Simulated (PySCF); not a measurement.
One of the candidates below gave these computed data.

All candidates are C4H14SSi3.

| technique | computed result |
| --- | --- |
| 13C NMR | chemical shifts (computed TMS as zero) by class: 133.0 (1 C), 131.3 (1 C), 18.8 (1 C), 14.5 (1 C) ppm [GIAO PBE0/pcSseg-1] |
| 1H NMR | chemical shifts (computed TMS as zero) by class: 5.86 (1 H), 5.79 (1 H), 4.74 (2 H), 4.59 (2 H), 3.62 (3 H), 2.12 (2 H), 1.80 (3 H) ppm [GIAO PBE0/pcSseg-1] |
| NMR, other nuclei | isotropic shieldings of nuclei other than C and H, by class: 382 (1 Si), 409 (1 Si), 463 (1 Si), 830 (1 S) ppm [GIAO PBE0/pcSseg-1] |
| Dipole | 0.98 D [PBE0/pcSseg-1] |
| Rotational structure | rotational constants A, B, C: 3.354, 0.299, 0.297 GHz [GFN2-xTB] |

The electronic properties come from PySCF, for the isolated species, density fitting. Levels stand in brackets. The structure is a single GFN2-xTB conformer in the gas phase; no vibrational or solvent corrections. GFN2-xTB frequencies show an imaginary mode (41i cm⁻¹), so this geometry is no minimum at that level. NMR values are class means; diastereotopic atoms form classes of their own.

**Question.** Which candidate is it?
A. `[SiH3]/C=C\C[SiH2]SC[SiH3]`
B. `[SiH3][SiH2][SiH2]SCC1CC1`
C. `C/C=C\C[SiH2]S[SiH2][SiH3]`
D. `C/C=C\[SiH2][SiH2]SC[SiH3]`

**Answer.** C. It is `C/C=C\C[SiH2]S[SiH2][SiH3]`. Numbering: `[CH3:1]/[CH:2]=[CH:3]\[CH2:4][SiH2:5][S:6][SiH2:7][SiH3:8]`. Its formula, C4H14SSi3, gives 1 degree of unsaturation: 0 rings and 1 π bond in the structure found. 4 carbons fall into 4 classes; from least to most shielded: alkene CH carbon [C2] (133.0 ppm), alkene CH carbon [C3] (131.3 ppm), sp3 carbon bound to silicon [C4] (18.8 ppm), allylic carbon [C1] (14.5 ppm). Hydrogen classes from least to most shielded: 1 H on an alkene CH carbon, C2 (5.86 ppm), 1 H on an alkene CH carbon, C3 (5.79 ppm), 2 H on an SiH2 silicon, Si7 (4.74 ppm), 2 H on an SiH2 silicon, Si5 (4.59 ppm), 3 H on an SiH3 silicon, Si8 (3.62 ppm), 2 H on an sp3 carbon bound to silicon, C4 (2.12 ppm), 3 H on an allylic carbon, C1 (1.80 ppm). The other shieldings belong to: 382 ppm, SiH2 silicon [Si5]; 409 ppm, SiH2 silicon [Si7]; 463 ppm, SiH3 silicon [Si8]; 830 ppm, sulfur bonded to 2 Si [S6]. The optimised geometry has point group C1 and is an asymmetric top.

The others, at the same levels:
- `[SiH3][SiH2][SiH2]SCC1CC1` fails: it has 3 carbon classes against 4; its computed 13C shifts are 44.1 (1 C), 14.9 (1 C), 9.6 (2 C) ppm, 1H shifts are 4.77 (2 H), 3.50 (3 H), 3.49 (2 H), 2.55 (2 H), 1.10 (1 H), 0.68 (2 H), 0.37 (2 H) ppm and rotational constant A is 2.956 GHz (against 3.354 GHz).
- `[SiH3]/C=C\C[SiH2]SC[SiH3]` fails: its computed 13C shifts are 155.0 (1 C), 122.8 (1 C), 23.5 (1 C), 8.5 (1 C) ppm, 1H shifts are 6.89 (1 H), 5.79 (1 H), 4.73 (2 H), 4.17 (3 H), 3.98 (3 H), 2.13 (2 H), 1.81 (2 H) ppm and rotational constant A is 2.524 GHz (against 3.354 GHz).
- `C/C=C\[SiH2][SiH2]SC[SiH3]` fails: its computed 13C shifts are 159.9 (1 C), 125.1 (1 C), 24.9 (1 C), 10.8 (1 C) ppm, 1H shifts are 6.91 (1 H), 6.06 (1 H), 4.89 (2 H), 4.31 (2 H), 3.92 (3 H), 2.06 (3 H), 2.03 (2 H) ppm and rotational constant A is 1.144 GHz (against 3.354 GHz).

Each candidate is one conformer, not necessarily the lowest. The conformers computed, where there is a choice (atom-mapped SMILES and torsion angles):
- `[CH3:1]/[CH:2]=[CH:3]\[CH2:4][SiH2:5][S:6][SiH2:7][SiH3:8]`: C2–C3–C4–Si5 93°, C3–C4–Si5–S6 -177°, C4–Si5–S6–Si7 180°, Si5–S6–Si7–Si8 177°
- `[SiH3:1][SiH2:2][SiH2:3][S:4][CH2:5][CH:6]1[CH2:7][CH2:8]1`: Si1–Si2–Si3–S4 -146°, Si2–Si3–S4–C5 166°, Si3–S4–C5–C6 61°, S4–C5–C6–C7 139°
- `[SiH3:1]/[CH:2]=[CH:3]\[CH2:4][SiH2:5][S:6][CH2:7][SiH3:8]`: C2–C3–C4–Si5 99°, C3–C4–Si5–S6 180°, C4–Si5–S6–C7 174°, Si5–S6–C7–Si8 87°
- `[CH3:1]/[CH:2]=[CH:3]\[SiH2:4][SiH2:5][S:6][CH2:7][SiH3:8]`: C2–C3–Si4–Si5 -68°, C3–Si4–Si5–S6 -55°, Si4–Si5–S6–C7 64°, Si5–S6–C7–Si8 -175°
